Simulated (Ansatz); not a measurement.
HKO (SMILES [OH][K]) moved off its minimum; all values from Ansatz (a quantum-chemistry and plane-wave program), cores frozen in correlated methods.
(charge 0, multiplicity 1)
```xyz
3

K     -0.03534    -0.06352    -0.63363
O      0.01288    -0.03494     1.29231
H     -0.08597     0.08464     2.46200
```

Forces at MP2/def2-TZVPPD (eV/Å):

```
atom      Fx      Fy      Fz
----  ------  ------  ------
K1    -0.091  -0.134  -5.935
O2    -0.480   0.786  11.566
H3     0.571  -0.651  -5.631
```

Question: Give the forces (eV/Å), the total energy and the dipole at CCSD(T)/def2-TZVPPD.

Answer: 
| atom | Fx | Fy | Fz |
|---|---|---|---|
| K1 | -0.090 | -0.133 | -5.896 |
| O2 | -0.459 | 0.759 | 11.280 |
| H3 | 0.549 | -0.626 | -5.384 |
Energy -674.8643 hartree, dipole 6.25 D.
